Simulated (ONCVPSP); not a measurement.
## H (Z = 1): what ONCVPSP 4.0.1 does with a changed input

Command:

```bash
oncvpspr.x < H.dat > H.out
```

Input:

```
# ATOM AND REFERENCE CONFIGURATION
# atsym  z   nc   nv     iexc    psfile
  H 1.00    0    1        4      upf
#
#   n    l    f
    1    0    1.00
#
# PSEUDOPOTENTIAL AND OPTIMIZATION
# lmax
    0
#
#   l,   rc,      ep,       ncon, nbas, qcut
    0    0.75    0.00    5    9    7.60
#
# LOCAL POTENTIAL
# lloc, lpopt,  rc(5),   dvloc0
    4    5    0.50    0.00
#
# VANDERBILT-KLEINMAN-BYLANDER PROJECTORs
# l, nproj, debl
    0    1    0.30
#
# MODEL CORE CHARGE
# icmod, fcfact, rcfact
    0    0.00    0.00
#
# LOG DERIVATIVE ANALYSIS
# epsh1, epsh2, depsh
   -2.00    5.00    0.00
#
# OUTPUT GRID
# rlmax, drl
    6.00    0.01
#
# TEST CONFIGURATIONS
# ncnf
    1
# nvcnf
#   n    l    f
    1
    1    0    0.50
#
```

This is an input that runs to its end, with one change: depsh set to zero.

Question: How does the run end?

Answer: The program runs through. Ghost flags: none; the largest excitation error among the 1 tests with output is 0.181 meV, as for the unchanged input.

```

Test configuration 0

   n   l kap    f        eae           eps        diff
   1   0  -1  1.0000   -0.23860181   -0.23860492   -3.11E-06

    Total energies and differences
      AE_ref= -4.58934600E-01  AE_tst= -4.58934600E-01  dif=  0.00E+00
      PS_ref= -4.58855300E-01  PS_tst= -4.58855300E-01  dif=  1.55E-15
      PSP excitation error= -1.55E-15

Test configuration 1

   n   l kap    f        eae           eps        diff
   1   0  -1  0.5000   -0.46601318   -0.46596980    4.34E-05

    Total energies and differences
      AE_ref= -4.58934600E-01  AE_tst= -2.83946892E-01  dif=  1.75E-01
      PS_ref= -4.58855300E-01  PS_tst= -2.83874228E-01  dif=  1.75E-01
      PSP excitation error=  6.64E-06
```
